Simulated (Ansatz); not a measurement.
Relaxation of CH7ClSi2 (11 atoms, charge 0, multiplicity 1), to a largest force component of 0.02 eV/Å in at most 40 steps.

Method: RKS PBE/STO-3G in Ansatz.

```xyz
11
Properties=species:S:1:pos:R:3
Si 0.000 0.000 0.000
H 0.000 0.000 1.460
Cl 2.009 0.000 -0.709
Si -1.046 1.812 -0.739
H -2.430 1.478 -1.061
H -1.022 2.844 0.293
H -0.374 2.307 -1.937
C -0.881 -1.526 -0.623
H -1.380 -2.038 0.226
H -1.641 -1.233 -1.377
H -0.145 -2.215 -1.088
```

Question: Where does it end, and by what steps?

Answer: The forces met the threshold. The force dipped under the threshold on the way, but the program's further checks kept it going. Limits of this set-up: minimal basis. After 26 steps the energy has fallen by 0.153 eV; H10 moved furthest, 1.04 Å.

```csv
step,energy less start (eV),largest force component (eV/Å),accepted
0,0.0000,0.854,yes
1,-0.0486,0.526,yes
2,-0.0961,0.109,yes
3,-0.0989,0.035,yes
4,-0.0933,0.517,no
5,-0.1054,0.041,yes
6,-0.1112,0.155,yes
7,-0.1104,0.448,no
8,-0.1157,0.086,yes
9,-0.1212,0.125,yes
10,-0.1311,0.044,yes
11,-0.1305,0.472,no
12,-0.1348,0.116,yes
13,-0.1397,0.085,yes
14,-0.1411,0.230,yes
15,-0.1440,0.078,yes
16,-0.1467,0.036,yes
17,-0.1434,0.334,no
18,-0.1482,0.092,yes
19,-0.1496,0.128,yes
20,-0.1505,0.101,yes
21,-0.1520,0.011,yes
22,-0.1527,0.021,yes
23,-0.1526,0.100,no
24,-0.1531,0.026,yes
25,-0.1531,0.045,yes
26,-0.1533,0.019,yes
```

```xyz
11
Properties=species:S:1:pos:R:3
Si -0.059 -0.010 0.003
H -0.037 -0.150 1.458
Cl 1.988 0.085 -0.568
Si -1.117 1.889 -0.645
H -2.507 1.824 -0.215
H -0.499 3.058 -0.038
H -1.087 2.034 -2.092
C -0.782 -1.579 -0.750
H -1.829 -1.710 -0.425
H -0.769 -1.545 -1.852
H -0.213 -2.468 -0.430
```

Whether the end is a true minimum wasn't checked by a vibrational analysis.

Time of the run: 63 s on 1 thread of Arm Neoverse V1 (shared host), peak memory 0.12 GiB.
